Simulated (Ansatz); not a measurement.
## Ligand exchange: C2H5Cl + GeH2(GeH3)Cl → C2H6 + Ge2H4Cl2

Species: C2H5Cl (chloroethane) `CCCl`, singlet; GeH2(GeH3)Cl, singlet; C2H6 (ethane) `CC`, singlet; Ge2H4Cl2 `[Cl][GeH2][GeH2][Cl]`, singlet. The partners trade Cl for H: C–Cl and Ge–H bonds give way to C–H and Ge–Cl.

Shapes, held fixed at every level: PBE0-D4/def2-TZVP. Flexible molecules stand in one conformer, not always the lowest. Programs: Ansatz 0.2.0. The zero-point and thermal change to 298 K, harmonic and unscaled (PBE0-D4/def2-TZVP), is +7.1 kJ/mol.

```csv
level,kind,ΔH(298 K) (kJ/mol),less CCSD(T)/def2-TZVPP,CPU time (sum over the molecules)
PBE-D4/def2-TZVPP,GGA,-111.7,+3.0,21 s
BHLYP-D4/def2-TZVPP,global hybrid,-122.4,-7.7,30 s
PBE0-D4/def2-TZVPP,global hybrid,-115.2,-0.5,31 s
B2PLYP/def2-TZVPP,double hybrid,-117.0,-2.3,48 s
MP2/def2-SVP,perturbation theory,-119.0,-4.3,–
CCSD(T)/def2-SVP,coupled cluster or CI,-114.7,0.0,55 s
CCSD/def2-TZVPP,coupled cluster or CI,-116.1,-1.4,–
CCSD(T)/def2-TZVPP,coupled cluster or CI,-114.7,0.0,20 min
```

The highest level, CCSD(T)/def2-TZVPP, gives ΔH(298 K) = -114.7 kJ/mol; the levels span -122.4 to -111.7. The column of differences is taken from that level and isn't an error. No measured value is set beside it here. Relativity is left out for Ge. Outer-core shells of Ge are correlated, in sets that cover them unevenly. Times are processor times on shared x86 and Arm servers, and rough.
